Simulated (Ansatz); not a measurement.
Species: C₉H₁₀BNSi, SMILES `Bc1c([SiH3])ccc2ncccc12` (charge 0, multiplicity 1), formula C$_{9}$H$_{10}$BNSi.

Task: How many basis functions does frozen-core CCSD(T)/cc-pVDZ // PBE-D3(BJ)/def2-SVP in Ansatz (an electronic-structure program) use, how many core orbitals are frozen, and how many electrons are correlated?

Result: 222 basis functions and 16 frozen orbitals, which leaves 58 correlated electrons. Core time is of the order of minutes.
